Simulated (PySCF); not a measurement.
AlCl2HSe. Atoms are numbered in the order given.

```xyz
5

Al    -0.0002     0.5447     0.0000
Cl     1.8195     1.5823     0.0000
Cl    -1.8020     1.6172     0.0000
Se     0.0338    -1.7547     0.0000
H     -1.4421    -1.8144     0.0000
```

Geometry: B3LYP-D3(BJ)/def2-SVP. The structure was generated by enumeration; whether it is a known compound was not checked. The values are those of a single conformer.

Level of theory: B3LYP/def2-TZVP in PySCF.

ESP charges are fitted to the potential on shells at 1.4 to 2.0 van der Waals radii. Atomic charges (e):

| atom | IAO | Mulliken | Löwdin | ESP fit |
|---|---|---|---|---|
| Al1 | 0.86 | 0.53 | -0.88 | 0.48 |
| Cl2 | -0.34 | -0.22 | 0.31 | -0.18 |
| Cl3 | -0.34 | -0.22 | 0.30 | -0.21 |
| Se4 | -0.24 | -0.21 | 0.19 | -0.21 |
| H5 | 0.07 | 0.12 | 0.08 | 0.12 |
